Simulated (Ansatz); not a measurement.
`O[SiH2][SiH2]F`, charge 0, multiplicity 1.

Give a relaxed structure at PBE0-D4/def2-TZVP (Ansatz). (An estimate is asked.)

Computed: 
Z-matrix (Å, degrees):
```
Si
Si 1 2.348
O 1 1.653 2 104.8
H 1 1.492 2 110.9 3 -120.6
H 1 1.492 2 110.9 3 120.6
F 2 1.609 1 108.2 3 179.5
H 2 1.486 1 112.0 3 60.9
H 2 1.486 1 112.0 3 -61.8
H 3 0.958 1 118.3 2 179.8
```
Point group Cs.
This is one stationary point; other conformers may exist.
